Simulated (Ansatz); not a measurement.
`[Cl][SnH2][I]` + H₂Se → `[Cl][SnH2][SeH]` + HI at 400 K and 1 bar (ligand exchange at the Sn–I bond).

Computed with Ansatz on PBE0-D4/def2-TZVP structures; ΔE is electronic, products minus reactants. CCSD(T)/CBS is the MP2 limit (def2-TZVPP, def2-QZVPP) plus CCSD(T) − MP2 in def2-TZVPP, frozen cores. def2 core potentials past Kr. For I, Se, Sn outer-core shells are correlated without core-valence functions, which leaves a few kJ/mol of doubt a bond. Scalar relativity is left out up to krypton. One conformer a species, not always the lowest.

```csv
species,CCSD(T)/CBS energy (Eh),H − E (kJ/mol),S (J/(mol·K))
`[Cl][SnH2][I]`,-972.52417,65.2,363.1
H₂Se,-2401.89790,49.4,229.5
`[Cl][SnH2][SeH]`,-3076.37402,87.9,374.8
HI,-298.03592,25.7,215.0
```

H − E and S are ideal-gas, rigid-rotor, harmonic terms from PBE0-D4/def2-TZVP, for one conformer and one mirror image of each species. 1 Eh = 2625.50 kJ/mol, R = 8.31446 J/(mol·K).

Question: By hand: ΔE, ΔH, ΔS and ΔG.

Answer: ΔE = (-3076.37402) + (-298.03592) − (-972.52417) − (-2401.89790) = 0.01213 Eh = 31.8 kJ/mol. Δ(H − E) = 87.9 + 25.7 − 65.2 − 49.4 = -1.0, so ΔH = 30.8 kJ/mol. ΔS = 374.8 + 215.0 − 363.1 − 229.5 = -2.8 J/(mol·K). ΔG = 30.8 − 400 × (-2.8)/1000 = 31.9 kJ/mol.

Question: By hand: the equilibrium constant, and the temperature at which ΔG would vanish if ΔH and ΔS stayed fixed.

Answer: log₁₀ K = −ΔG/(RT ln 10) = -4.2. ΔH and −TΔS have one sign here, so there is no such temperature.

The number of gas molecules stays the same, so ΔS is small and ΔH decides. A doubt of 5 kJ/mol in ΔE shifts log₁₀ K by 0.7 here. Other conformers and mirror images would add mixing entropy, several J/(mol·K) or more a flexible species. These are equilibria of isolated gas molecules and say nothing of rates. Largest T1 diagnostic: 0.011 (customary marks: 0.02 for closed shells, 0.045 for open ones).

ΔS is within the doubt of such terms, so its sign, and with it that verdict, could turn.
